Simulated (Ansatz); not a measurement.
Program: Ansatz. Geometries: PBE0-D4/def2-TZVP. ΔE: electronic, gas phase. CCSD(T)/CBS is the MP2 limit (def2-TZVPP, def2-QZVPP) plus CCSD(T) − MP2 in def2-TZVPP, frozen cores. For Ge outer-core shells are correlated without core-valence functions, which leaves a few kJ/mol of doubt a bond. Scalar relativity is left out up to krypton. One conformer a species, not always the lowest.

Consider the redistribution: `[SiH3][SiH2][SiH2][SiH2][GeH2][SiH3]` + `C=C=[CH][GeH3]` → `[SiH3][GeH2][SiH2][SiH2][GeH3]` + `C=C=C[SiH2][SiH3]`.

```tsv
species	CCSD(T)/CBS(def2) energy (Eh)
`[SiH3][SiH2][SiH2][SiH2][GeH2][SiH3]`	-3529.92258
`C=C=[CH][GeH3]`	-2193.80590
`[SiH3][GeH2][SiH2][SiH2][GeH3]`	-5026.67672
`C=C=C[SiH2][SiH3]`	-697.05898
```

(1) Work out ΔE.

Largest T1 diagnostic among the species: 0.013.

Answers

(1) ΔE = (-5026.67672) + (-697.05898) − (-3529.92258) − (-2193.80590) = -0.00722 Eh = -4.5 kcal/mol.

In def2-TZVPP, CCSD(T) changes the Hartree–Fock value by +2.7 kcal/mol (the triples alone add +0.5 kcal/mol) and MP2 by +2.4 kcal/mol. The D4 term adds +2.1 kcal/mol with B3LYP and +1.3 kcal/mol with PBE0; it sums over pairs of atoms, weighted by their polarisabilities, and B3LYP, whose exchange is more repulsive, gets the larger term.

B3LYP here is the variant with VWN-RPA as its local correlation; programs differ in this.
